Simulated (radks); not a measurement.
All-electron atom: Ca XIV in [He] 2s2 2p3 (the NIST ground configuration).

Method: scalar-relativistic Kohn-Sham, LDA (Slater exchange, Perdew-Wang correlation), spin-polarised, spherical densities, point nucleus; open shells are filled with parallel spins first; computed with a radial shooting solver on a logarithmic mesh with Libxc functionals.

Energy parts (hartree):
part                       energy
total                  -569.11467
kinetic                 573.63195
electron-nucleus      -1221.57530
Hartree                 100.67235
exchange-correlation    -21.84367

Orbitals (lengths in bohr, moments of r in powers of bohr; <r^-3> diverges for s and p1/2):
orbital  occ.  eigenvalue (hartree)     <r^2>      <r>  <r^-3>      <r^4>
1s up       1             -164.2061  0.007931  0.07683       -  0.0001612
1s down     1             -163.7495  0.007891  0.07665       -  0.0001595
2s up       1             -31.01416    0.1347   0.3388       -    0.03069
2s down     1             -30.27879    0.1375   0.3422       -    0.03208
2p up       3             -28.77189    0.1063   0.2957   227.0    0.02201
2p down     0             -27.89885    0.1094   0.2997   222.3    0.02345

The highest occupied level is 2p up at -782.92 eV. Spin moment in Bohr magnetons: 3. The density falls to 0.001 e/bohr^3 at r = 1.05 bohr. For comparison, the ionisation energy in NIST's Atomic Spectra Database is 817 eV (semi-empirical). In exact Kohn-Sham theory the highest level is minus the ionisation energy, but local and semilocal functionals leave it too shallow, through self-interaction and a potential that decays too fast; potentials with the right tail come closer. Summed over all electrons, <r^2> = 0.6068 bohr^2, which gives a Langevin (diamagnetic) susceptibility term of -0.481 x 10^-6 cm^3/mol.
